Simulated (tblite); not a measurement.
Compound: C4H11GeNO.
Bonds: C1–C2, C2–N3, N3–Ge4, N3–C5, C5–C6, C5–O7 (double). Hydrogens: H8, H9, H10 on C1; H11, H12 on C2; H13, H14, H15 on Ge4; H16, H17, H18 on C6.

Computed with GFN2-xTB (tblite), gas phase: L-BFGS steps from a force-field or distance-geometry start until the largest atomic force falls under 0.01 eV/Å.

Step 21: E = -629.0074 eV
```
atom  x, y, z in Å  |  force x, y, z in eV/Å
C1     -1.2066    1.4125   -0.8230   -0.013   0.003  -0.014
C2     -0.8626    0.7436    0.5183   -0.015   0.027   0.041
N3     -0.0842   -0.4586    0.3476   -0.071  -0.040  -0.047
Ge4    -0.7738   -2.1707    0.0282   -0.032  -0.015   0.031
C5      1.2451   -0.5277    0.2169   -0.099  -0.013   0.013
C6      2.0916    0.6935    0.4240    0.010   0.012   0.000
O7      1.7100   -1.6343   -0.0432    0.084  -0.025  -0.025
H8     -0.7783    2.4081   -0.9058    0.030  -0.011   0.024
H9     -0.8232    0.8067   -1.6420   -0.001   0.002   0.000
H10    -2.2833    1.4963   -0.9441    0.012   0.015  -0.009
H11    -1.7852    0.4463    1.0232    0.000  -0.006   0.010
H12    -0.3315    1.4325    1.1773    0.011   0.057   0.030
H13    -0.5226   -2.5797   -1.3799   -0.022   0.019  -0.038
H14    -0.2649   -3.1506    1.0223   -0.010   0.007   0.058
H15    -2.2402   -1.8767    0.2644    0.044  -0.083  -0.049
H16     1.6825    1.5423   -0.1136    0.008   0.051  -0.056
H17     2.1174    0.9304    1.4858    0.015   0.023   0.032
H18     3.1012    0.4923    0.0824    0.050  -0.022  -0.002
```

Step 22: E = -629.0088 eV
```
atom  x, y, z in Å  |  force x, y, z in eV/Å
C1     -1.2052    1.4143   -0.8219   -0.013  -0.001  -0.015
C2     -0.8626    0.7451    0.5194   -0.022   0.031   0.030
N3     -0.0886   -0.4585    0.3485   -0.033  -0.024  -0.046
Ge4    -0.7749   -2.1713    0.0290    0.003  -0.062   0.022
C5      1.2401   -0.5264    0.2159   -0.027  -0.028   0.016
C6      2.0915    0.6932    0.4232   -0.018   0.011  -0.007
O7      1.7053   -1.6330   -0.0448    0.086  -0.023  -0.026
H8     -0.7748    2.4090   -0.9062    0.019  -0.013   0.028
H9     -0.8240    0.8074   -1.6406    0.016  -0.008  -0.011
H10    -2.2813    1.4968   -0.9436   -0.009   0.035  -0.007
H11    -1.7836    0.4474    1.0247   -0.040   0.008   0.024
H12    -0.3296    1.4333    1.1772    0.013   0.059   0.040
H13    -0.5175   -2.5778   -1.3804   -0.031   0.021  -0.014
H14    -0.2620   -3.1498    1.0260   -0.026   0.031   0.032
H15    -2.2431   -1.8878    0.2609    0.034  -0.067  -0.042
H16     1.6844    1.5430   -0.1155    0.019   0.038  -0.052
H17     2.1147    0.9320    1.4854    0.025   0.012   0.010
H18     3.1021    0.4894    0.0818    0.004  -0.020   0.018
```

Step 23: E = -629.0100 eV
```
atom  x, y, z in Å  |  force x, y, z in eV/Å
C1     -1.2042    1.4156   -0.8213   -0.007  -0.004  -0.004
C2     -0.8629    0.7470    0.5209   -0.020   0.019   0.013
N3     -0.0927   -0.4589    0.3484    0.010  -0.003  -0.032
Ge4    -0.7760   -2.1729    0.0300    0.033  -0.083   0.002
C5      1.2358   -0.5260    0.2153    0.043  -0.026   0.008
C6      2.0911    0.6932    0.4223   -0.037   0.008  -0.011
O7      1.7032   -1.6320   -0.0466    0.059  -0.003  -0.016
H8     -0.7716    2.4093   -0.9061    0.010  -0.013   0.028
H9     -0.8243    0.8078   -1.6396    0.024  -0.012  -0.011
H10    -2.2798    1.4980   -0.9432   -0.022   0.047  -0.007
H11    -1.7830    0.4484    1.0262   -0.060   0.025   0.032
H12    -0.3278    1.4350    1.1779    0.004   0.041   0.032
H13    -0.5140   -2.5758   -1.3808   -0.035   0.019   0.005
H14    -0.2601   -3.1485    1.0296   -0.032   0.039   0.018
H15    -2.2449   -1.8984    0.2573    0.015  -0.051  -0.034
H16     1.6866    1.5444   -0.1180    0.030   0.012  -0.038
H17     2.1131    0.9336    1.4851    0.028   0.003  -0.018
H18     3.1028    0.4866    0.0818   -0.043  -0.017   0.034
```

Task: Estimate the geometry and energy of step 24. (The exact step hangs on the optimiser's Hessian estimate; all steps are aligned on step 23, rigid shifts and turns removed.)

Result: E = -629.0112 eV, largest force 0.090 eV/Å
```
atom  x, y, z in Å  |  force x, y, z in eV/Å
C1     -1.2034    1.4168   -0.8208   -0.002  -0.007   0.010
C2     -0.8635    0.7490    0.5228   -0.012  -0.005  -0.003
N3     -0.0965   -0.4595    0.3476    0.047   0.014  -0.010
Ge4    -0.7766   -2.1759    0.0309    0.050  -0.067  -0.020
C5      1.2323   -0.5262    0.2148    0.089  -0.014  -0.005
C6      2.0901    0.6933    0.4214   -0.043   0.003  -0.012
O7      1.7023   -1.6311   -0.0486    0.022   0.020  -0.002
H8     -0.7683    2.4095   -0.9055    0.002  -0.011   0.024
H9     -0.8242    0.8080   -1.6388    0.023  -0.011  -0.003
H10    -2.2788    1.5000   -0.9431   -0.025   0.054  -0.008
H11    -1.7836    0.4501    1.0283   -0.058   0.041   0.031
H12    -0.3260    1.4374    1.1792   -0.013   0.008   0.012
H13    -0.5112   -2.5735   -1.3812   -0.035   0.011   0.016
H14    -0.2588   -3.1465    1.0337   -0.027   0.032   0.016
H15    -2.2464   -1.9098    0.2530   -0.002  -0.038  -0.025
H16     1.6892    1.5459   -0.1213    0.035  -0.016  -0.021
H17     2.1121    0.9352    1.4844    0.022  -0.001  -0.041
H18     3.1027    0.4836    0.0824   -0.074  -0.014   0.041
```

The energy changes by -0.0012 eV. The first-order estimate −F·Δx gives -0.0016 eV and the mean of the old and new forces, exact on a quadratic surface, -0.0012 eV. The step makes an angle of 65° with the force vector and moves no atom by more than 0.012 Å.

What follows is the cost of the whole relaxation. Time: 1.5 s wall. Hardware: one thread, Arm Neoverse N1 (aarch64), shared host.
